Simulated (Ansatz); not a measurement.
The cluster Mg₂S₃. Total charge 0; singlet. Geometry PBE0-D4/def2-SVP; atoms count from 1.

```xyz
5

Mg    1.110    0.465    0.661
Mg   -0.687   -0.291   -1.153
S    -1.347    0.643    1.066
S     1.418    0.585   -1.649
S    -0.494   -1.402    1.074
```

The structure comes from a short search, and lower isomers may exist.

Question: Estimate the Mulliken populations from the PBE0/def2-TZVP orbitals of Ansatz.

Answer: 
```tsv
atom	charge (e)
Mg1	0.77
Mg2	0.77
S3	-0.42
S4	-0.70
S5	-0.42
```
Mulliken values depend strongly on the basis.

Question: And the Mayer bond orders between heavy atoms (over 0.3)?

Answer: Mg1–S3 0.47 (2.50 Å); Mg1–S4 0.97 (2.33 Å); Mg1–S5 0.47 (2.50 Å); Mg2–S3 0.47 (2.50 Å); Mg2–S4 0.97 (2.33 Å); Mg2–S5 0.47 (2.50 Å); S3–S5 1.03 (2.22 Å).
